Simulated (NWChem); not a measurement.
Molecule: AlHOClF; SMILES [OH][Al]([F])[Cl]

```xyz
5

Al    -0.0533     0.3901     0.0000
F      1.3261     1.3046     0.0000
Cl     0.1116    -1.6781     0.0000
O     -1.5799     1.0950     0.0000
H     -1.7724     2.0337     0.0000
```
Atoms are numbered in this order, from 1.

STO-3G and 3-21G are far too small for this property and stand as cheap habits. The geometry was optimised at PBE0/def2-SVP.

**Question.** Give the principal values of the shielding tensors (ppm) of Al1, F2, Cl3, O4 from Hartree-Fock/STO-3G, GIAO (NWChem), with their diamagnetic and paramagnetic parts as GIAO splits them.

**Answer.** 
| atom | σ11 | σ22 | σ33 | isotropic | diamagnetic | paramagnetic |
|---|---|---|---|---|---|---|
| Al1 | 482.0 | 491.8 | 527.0 | 500.3 | 780.2 | -280.0 |
| F2 | 436.7 | 454.5 | 625.2 | 505.5 | 457.7 | 47.8 |
| Cl3 | 1115.3 | 1236.0 | 1321.4 | 1224.2 | 1131.2 | 93.1 |
| O4 | 351.5 | 419.3 | 459.9 | 410.3 | 381.9 | 28.4 |
